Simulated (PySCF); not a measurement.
C2H9FSi3, SMILES F[Si@H]1C[SiH2]C[SiH2]1. Geometry optimised at PBE-D3(BJ)/def2-SVP. The structure was generated by enumeration; whether it is a known compound was not checked. One conformer was computed; it need not be the lowest.

Q: Give the equilibrium geometry at PBE-D3(BJ)/def2-SVP (PySCF confirms it by a frequency run) as bond lengths and angles. (An estimate is asked for; the answer gives what the named calculation found.)

A: Several could match; the one computed here: 
Atoms: F1 Si2 C3 Si4 C5 Si6 H7 H8 H9 H10 H11 H12 H13 H14 H15. Bond lengths (Å): F1–Si2 1.651, Si2–C3 1.893, Si2–Si6 2.370, Si2–H7 1.506, C3–Si4 1.903, C3–H8 1.113, C3–H9 1.110, Si4–C5 1.904, Si4–H10 1.507, Si4–H11 1.507, C5–Si6 1.913, C5–H12 1.112, C5–H13 1.109, Si6–H14 1.506, Si6–H15 1.507. Angles (°): F1–Si2–C3 108.9, F1–Si2–Si6 110.0, F1–Si2–H7 106.7, C3–Si2–Si6 100.2, C3–Si2–H7 112.7, Si6–Si2–H7 118.2, Si2–C3–Si4 108.1, Si2–C3–H8 108.0, Si2–C3–H9 111.6, Si4–C3–H8 108.5, Si4–C3–H9 113.1, H8–C3–H9 107.4, C3–Si4–C5 104.9, C3–Si4–H10 112.4, C3–Si4–H11 109.3, C5–Si4–H10 112.2, C5–Si4–H11 109.5, H10–Si4–H11 108.5, Si4–C5–Si6 108.4, Si4–C5–H12 108.3, Si4–C5–H13 112.3, Si6–C5–H12 108.4, Si6–C5–H13 112.0, H12–C5–H13 107.3, Si2–Si6–C5 99.4, Si2–Si6–H14 110.1, Si2–Si6–H15 115.4, C5–Si6–H14 110.7, C5–Si6–H15 112.3, H14–Si6–H15 108.7.
Charge 0, spin multiplicity 1.
